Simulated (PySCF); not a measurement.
Run times: iron in aug-cc-pVDZ

Measured wall times of calculations with PySCF 2.14 in aug-cc-pVDZ, with no relativity, point nucleus, run from one Python driver. Hardware: 1 thread of Neoverse-N1 on a shared host, 1.3 GiB allowed. The two-electron integrals over 59 functions were computed once and kept in memory (1.4 CPU seconds with the set-up); the times below exclude them. Kohn-Sham runs start from converged Hartree-Fock orbitals.

Launch command (the driver calls PySCF for each step listed in the task file):

```bash
OMP_NUM_THREADS=1 python atomrun2.py TASK.json OUT
```

```json
{"species": "Fe [Ar] 3d6 4s2", "step": "UHF", "iterations": "9", "wall time (s)": "0.67"}
{"species": "Fe [Ar] 3d6 4s2", "step": "PBE0", "iterations": "12", "wall time (s)": "3.4"}
{"species": "Fe [Ar] 3d6 4s2", "step": "MP2 (8 electrons)", "iterations": "", "wall time (s)": "0.16"}
{"species": "Fe⁺ [Ar] 3d6 4s1", "step": "UHF", "iterations": "7", "wall time (s)": "0.48"}
{"species": "Fe⁺ [Ar] 3d6 4s1", "step": "PBE0", "iterations": "6", "wall time (s)": "1.8"}
{"species": "Fe⁺ [Ar] 3d6 4s1", "step": "B3LYP", "iterations": "6", "wall time (s)": "1.9"}
{"species": "Fe⁺ [Ar] 3d6 4s1", "step": "MP2 (7 electrons)", "iterations": "", "wall time (s)": "0.15"}
```

Peak memory of the process: 0.25 GiB. Times on a shared host vary from run to run.
